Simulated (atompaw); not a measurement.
## Reading a pseudo-wave (In (Z = 49))

Columns: radius, all-electron u(r) and pseudo u(r) of the 5p shell (level -8.43 eV) of indium in the configuration [Kr] 4d10 5s2 5p0; PBE, scalar-relativistic, PAW (atompaw) scheme, atompaw 4.2.0.5.

| r (bohr) | all-electron | pseudo |
| --- | --- | --- |
| 0.100 | -0.0701 | 0.0029 |
| 0.200 | 0.1320 | 0.0114 |
| 0.300 | 0.1406 | 0.0255 |
| 0.400 | 0.0097 | 0.0446 |
| 0.500 | -0.1336 | 0.0685 |
| 0.600 | -0.2282 | 0.0964 |
| 0.700 | -0.2619 | 0.1278 |
| 0.800 | -0.2440 | 0.1619 |
| 0.900 | -0.1903 | 0.1981 |
| 1.000 | -0.1154 | 0.2356 |
| 1.100 | -0.0306 | 0.2737 |
| 1.200 | 0.0564 | 0.3116 |
| 1.300 | 0.1407 | 0.3489 |
| 1.400 | 0.2194 | 0.3848 |
| 1.500 | 0.2909 | 0.4190 |
| 1.600 | 0.3545 | 0.4511 |
| 1.700 | 0.4102 | 0.4808 |
| 1.800 | 0.4580 | 0.5078 |
| 1.900 | 0.4985 | 0.5320 |
| 2.000 | 0.5319 | 0.5532 |
| 2.100 | 0.5590 | 0.5715 |
| 2.200 | 0.5802 | 0.5868 |
| 2.300 | 0.5962 | 0.5990 |
| 2.400 | 0.6073 | 0.6082 |
| 2.500 | 0.6141 | 0.6142 |
| 2.600 | 0.6171 | 0.6171 |

Q: How many radial nodes do the two functions have?

A: The all-electron 5p function has n − l − 1 = 3; the pseudo-wave has 0, since the states of the same l below it are removed with the core.

Q: Is the pseudo-wave norm-conserving?

A: No, it belongs to a PAW set: the norm inside the radius is not constrained, and the difference is carried by the augmentation charge.
